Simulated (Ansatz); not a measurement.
Computed with Ansatz on PBE0-D4/def2-TZVP structures; ΔE is electronic, products minus reactants. CCSD(T)/CBS is the MP2 limit (def2-TZVPP, def2-QZVPP) plus CCSD(T) − MP2 in def2-TZVPP, frozen cores. This one scheme is used for every species. Functionals use def2-TZVPP. B3LYP here is the variant with VWN-RPA as its local correlation; programs differ in this. For Ge outer-core shells are correlated without core-valence functions, which leaves a few kJ/mol of doubt a bond. Scalar relativity is left out up to krypton. Each species was taken in one conformer, which may not be the lowest.

Reaction (ligand exchange at the Si–S bond): `[SiH3][SiH2][S][GeH3]` + `OBO` → `OBO[SiH2][SiH3]` + `[SH][GeH3]`

| species | B3LYP energy (Eh) |
| --- | --- |
| `[SiH3][SiH2][S][GeH3]` | -3059.16780 |
| `OBO` | -177.29350 |
| `OBO[SiH2][SiH3]` | -758.77624 |
| `[SH][GeH3]` | -2477.69525 |

(1) Work out ΔE.

Largest T1 diagnostic among the species: 0.013.

Answers

(1) ΔE = (-758.77624) + (-2477.69525) − (-3059.16780) − (-177.29350) = -0.01019 Eh = -6.4 kcal/mol. CCSD(T)/CBS gives -3.6 kcal/mol.

In def2-TZVPP, CCSD(T) changes the Hartree–Fock value by +4.7 kcal/mol (the triples alone add +1.0 kcal/mol) and MP2 by +6.1 kcal/mol. The D4 term adds +1.9 kcal/mol with B3LYP and +1.0 kcal/mol with PBE0; it sums over pairs of atoms, weighted by their polarisabilities, and B3LYP, whose exchange is more repulsive, gets the larger term.
